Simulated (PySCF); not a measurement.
IIn, neutral, multiplicity 1. Atoms are numbered in the order given.

```xyz
2

In     0.0000     0.0000    -1.4401
I      0.0000     0.0000     1.3314
```
Charge 0, spin multiplicity 1.

The structure is a stationary point at PBE0-D3(BJ)/def2-TZVP. The def2 effective core potentials stand for the cores of I, In; spin–orbit coupling is left out.

Level of theory: TDA-ωB97X/def2-TZVPD (PySCF).

Vertical excitations; the highest root listed may be one member of a degenerate set.  State labels are in the subgroup C2v.

```
state  symmetry  energy (eV)  λ (nm)      f                                              main pairs
-----  --------  -----------  ------  -----  ------------------------------------------------------
S1           B2         3.91     317  0.055                            HOMO→LUMO+1 (degenerate set)
S2           B1         3.91     317  0.055                              HOMO→LUMO (degenerate set)
S3           A2         4.52     274  0.000                    HOMO−1→LUMO 48 %, HOMO−2→LUMO+1 48 %
S4           A2         4.56     272  0.000             HOMO−2→LUMO+1, HOMO−1→LUMO (degenerate set)
S5           A1         4.56     272  0.000             HOMO−1→LUMO+1, HOMO−2→LUMO (degenerate set)
S6           A1         5.01     248  0.000  HOMO−2→LUMO 37 %, HOMO−1→LUMO+1 37 %, HOMO→LUMO+2 20 %
S7           B2         6.05     205  0.042                          HOMO−1→LUMO+2 (degenerate set)
S8           B1         6.05     205  0.042                          HOMO−2→LUMO+2 (degenerate set)
S9           A1         6.38     194  1.496                                        HOMO→LUMO+2 70 %
S10          A1         6.50     191  0.120                                        HOMO→LUMO+3 82 %
T1           B2         3.26     380      0                            HOMO→LUMO+1 (degenerate set)
T2           B1         3.26     380      0                              HOMO→LUMO (degenerate set)
T3           A1         4.38     283      0                    HOMO−1→LUMO+1 47 %, HOMO−2→LUMO 47 %
T4           A2         4.45     279      0                    HOMO−1→LUMO 48 %, HOMO−2→LUMO+1 48 %
```
Triplets are in the Tamm–Dancoff approximation.
